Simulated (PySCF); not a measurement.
Simulated absorption spectrum

Compound: C4H2F2O2.
Geometry (GFN2-xTB, Å), atoms numbered from 1 in this order:
```
atom  x, y, z in Å
F1    -2.2432   -1.3612    0.1232
C2    -1.1286   -0.6427    0.0582
C3    -1.1496    0.6785   -0.0126
O4     0.0208    1.4382   -0.0820
C5     1.1306    0.6435   -0.0637
F6     2.2450    1.3625   -0.1278
C7     1.1513   -0.6776    0.0084
O8    -0.0190   -1.4378    0.0751
H9    -2.0436    1.2727   -0.0228
H10    2.0453   -1.2715    0.0216
```

Theory: PySCF, TDDFT PBE0/def2-SVPD, vertical, gas phase, core orbitals frozen in the response.

Each state is given a Gaussian of 0.5 eV full width at half maximum, with ε(max) = 2.175×10⁸ f / Δν̃ (Δν̃ the width in cm⁻¹). The width is an assumption, not a result. The curve ends short of the highest state used, and states not computed would add to its high-energy end.

λ (nm), ε (L mol⁻¹ cm⁻¹) and a bar:
```
    202.1        390 ################
    204.6        262 ##########
    207.0        171 #######
    209.4        121 #####
    211.9        116 #####
    214.3        155 ######
    216.8        239 ##########
    219.2        351 ##############
    221.6        479 ###################
    224.1        606 ########################
    226.5        700 ############################
    229.0        750 ##############################
    231.4        745 ##############################
    233.9        688 ############################
    236.3        598 ########################
    238.7        489 ####################
    241.2        374 ###############
    243.6        274 ###########
    246.1        188 ########
    248.5        125 #####
    250.9         80 ###
    253.4         48 ##
    255.8         28 #
    258.3         16 #
    260.7          9 
    263.2          4 
    265.6          2 
    268.0          1 
    270.5          1 
    272.9          0 
    275.4          0 
    277.8          0 
    280.2          0 
    282.7          0 
    285.1          0 
    287.6          0 
    290.0          0 
    292.5          0 
    294.9          0 
    297.3          0 
    299.8          0 
    302.2          0 
    304.7          0 
    307.1          0 
    309.5          0 
    312.0          0 
    314.4          0 
    316.9          0 
    319.3          0 
    321.8          0 
    324.2          0 
    326.6          0 
    329.1          0 
    331.5          0 
    334.0          0 
    336.4          0
```

(1) Locate the maxima and give the states behind the curve.

(2) On this curve, what absorbance would a 10⁻⁴ mol/L sample give at 222 nm over a 1 cm path?

(3) Does any computed singlet lie in the visible range?

(4) Coming from long wavelengths, where does ε first pass 100 L mol⁻¹ cm⁻¹?

## Answers

(1) 230 nm (5.39 eV), ε about 750, made up of S2 (100%) (ε in L mol⁻¹ cm⁻¹; maxima over ε = 5, shares over 10%). At its high-energy end, 6.13 eV, the curve is still rising (ε about 380, from S4). The states used: S1 4.44 eV (f 0.0000); S2 5.39 eV (f 0.014); S3 5.95 eV (f 0.0000); S4 6.34 eV (f 0.011); S5 6.50 eV (f 0.0000); S6 6.73 eV (f 0.0077).

(2) 222 nm is 5.585 eV, where ε is about 500 L mol⁻¹ cm⁻¹, so A = ε c l ≈ 0.05 (Beer–Lambert, with the gas-phase spectrum and the assumed width).

(3) No computed singlet lies in the visible range (380 to 750 nm); the lowest, at 280 nm, stands 1.17 eV above its violet end (3.26 eV).

(4) At about 250 nm (4.97 eV), 0.53 eV above S1.
